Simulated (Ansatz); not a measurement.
One change: `OCOB[SeH]` becomes `OCOCO`.

Ansatz, PBE0-D4/def2-TZVP geometries, multiplicity 1. Each molecule was computed in one conformer, which needn't be the lowest.

Scalar relativity is left out up to krypton.

| property | `OCOB[SeH]` |
| --- | --- |
| HOMO energy (B3LYP/def2-TZVPP) / eV | -7.24 |
| size of the dipole moment (ωB97M-V/def2-TZVPP) / D | 1.70 |
| HOMO–LUMO gap (ωB97M-V/def2-TZVPP) / eV | 11.19 |
| HOMO–LUMO gap (PBE0/def2-TZVPP) / eV | 7.13 |
| LUMO energy (ωB97M-V/def2-TZVPP) / eV | 1.57 |
| HOMO energy (PBE0/def2-TZVPP) / eV | -7.48 |

**Question.** Give the same properties after the change, and the shifts. (Best estimate.)

**Answer.** The calculation gave: 
```
                                          property  `OCOCO`  shift
               HOMO energy (B3LYP/def2-TZVPP) / eV    -7.89  -0.65
size of the dipole moment (ωB97M-V/def2-TZVPP) / D     1.71   0.01
           HOMO–LUMO gap (ωB97M-V/def2-TZVPP) / eV    12.80   1.61
              HOMO–LUMO gap (PBE0/def2-TZVPP) / eV     8.88   1.75
             LUMO energy (ωB97M-V/def2-TZVPP) / eV     2.24   0.67
                HOMO energy (PBE0/def2-TZVPP) / eV    -8.12  -0.64
```

With PBE0 the HOMO falls by 0.64 eV and the LUMO rises by 1.10 eV, so the gap widens by about 1.74 eV. PBE moves the HOMO by -0.12 eV and ωB97M-V by -0.94 eV. Dipoles are sizes alone; their direction can turn.

B3LYP here is the variant with VWN-RPA as its local correlation; programs differ in this.

Spin–orbit coupling is left out; it splits and shifts lone-pair levels of the heavy atoms by tenths of an eV.
